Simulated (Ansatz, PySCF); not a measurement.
This PySCF input computes a B3LYP/def2-TZVPD energy:

```python
from pyscf import gto, scf, dft

mol = gto.M(
    atom='''
    Al   -0.01661298   -0.05401207   -0.05441973
    H     0.61015758    0.25512337    1.46491578
    H    -0.05068770    1.56382298    0.36775930
    H    -0.34350110   -1.11678946   -1.12521856
    ''',
    basis='def2-tzvpd',
    charge=1,
    spin=1,
    verbose=4,
)

mf = dft.UKS(mol, xc='b3lyp').density_fit(auxbasis='def2-universal-jkfit')
mf.grids.level = 3
mf.conv_tol = 1e-9
mf.max_cycle = 100
mf.max_memory = 1500
mf.kernel()
if not mf.converged:
    mf = mf.newton()
    mf.kernel(mf.make_rdm1())
for _ in range(2):
    mo, _, stable, _ = mf.stability(return_status=True)
    if stable:
        break
    mf.kernel(mf.make_rdm1(mo, mf.mo_occ))
mf.analyze()
```

**Question.** Write an input for the same energy in Ansatz (a first-principles code) and say what it gives.

**Answer.** 
Ansatz 0.2 input:
```yaml
crystal:
  periodic: [false, false, false]
  atoms:
    - {symbol: Al, position_ang: [-0.01661298, -0.05401207, -0.05441973]}
    - {symbol: H, position_ang: [0.61015758, 0.25512337, 1.46491578]}
    - {symbol: H, position_ang: [-0.05068770, 1.56382298, 0.36775930]}
    - {symbol: H, position_ang: [-0.34350110, -1.11678946, -1.12521856]}
basis:
  gaussian:
    orbitals: def2-TZVPD
hamiltonian:
  xc: {name: B3LYP}
total_charge: 1
magnetization: {spin_polarized: true, initial_magnetization: 1}
output: {forces: true}
```
It gives -243.84837 Eh, and PySCF -243.84841 Eh, a difference of 0.04 mEh, from the treatment of integrals and grids.
